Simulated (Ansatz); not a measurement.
Reaction (formal exchange of groups at the Sn–I bond): `[Cl][Sn]([Cl])([Cl])[I]` + SiH₄ → `[SiH3][Sn]([Cl])([Cl])[Cl]` + HI

Gas-phase electronic energies from Ansatz, PBE0-D4/def2-TZVP geometries. CBS: MP2 limit from def2 TZ/QZ plus the TZ coupled-cluster correction, frozen cores. This one scheme is used for every species. Functionals use def2-TZVPP. Elements past krypton have def2 core potentials. For I, Sn outer-core shells are correlated without core-valence functions, which leaves a few kJ/mol of doubt a bond.

`[Cl][Sn]([Cl])([Cl])[I]`:

```xyz
5

Cl   -1.550   -1.289   -1.126
Sn    0.013   -0.030   -0.009
Cl    0.705   -1.226    1.825
Cl    1.822    0.246   -1.397
I    -0.989    2.299    0.707
```

SiH₄:

Z-matrix (Å, degrees):
```
Si
H 1 1.485
H 1 1.485 2 109.5
H 1 1.485 2 109.5 3 -120.0
H 1 1.485 2 109.5 3 120.0
```

`[SiH3][Sn]([Cl])([Cl])[Cl]`:

```xyz
8

Si   -0.074    0.447   -1.386
Sn    0.057   -0.340    1.052
Cl   -1.805   -1.552    1.706
Cl    1.881   -1.708    1.462
Cl    0.231    1.415    2.554
H    -1.276    1.304   -1.498
H    -0.182   -0.767   -2.227
H     1.169    1.202   -1.664
```

HI:

```xyz
2

I    -0.502    0.471   -0.418
H     0.502   -0.471    0.418
```

(1) Is it downhill or uphill in electronic energy at CCSD(T)/CBS, and by how much? (An estimate is asked.)

(2) What do these levels give: B97M-V, BHLYP, CAM-B3LYP, RPA@PBE/def2-TZVPP, MP2/def2-SVP, HF/def2-TZVPP? (An estimate is asked.)

Largest T1 diagnostic among the species: 0.011.

## Answers

(1) Computed: Uphill: ΔE = +64.0 kJ/mol.

(2) Ansatz gave: B97M-V 56.7, BHLYP 60.6, CAM-B3LYP 54.7, RPA@PBE/def2-TZVPP 53.7, MP2/def2-SVP 71.2, HF/def2-TZVPP 69.4 kJ/mol.

In def2-TZVPP, CCSD(T) changes the Hartree–Fock value by −14.7 kJ/mol (the triples alone add +0.5 kJ/mol) and MP2 by −5.3 kJ/mol. From BLYP to BHLYP (50 % exact exchange), in def2-TZVPP and without D4, ΔE moves by +8.3 kJ/mol. Leaving LDA and LC-ωPBE aside and taking each functional with its dispersion term where it has one, the values, not all of them listed here, spread over 14.6 kJ/mol, from PBE-D4 to BHLYP-D4. LDA lies −4.9 kJ/mol from PBE without D4.
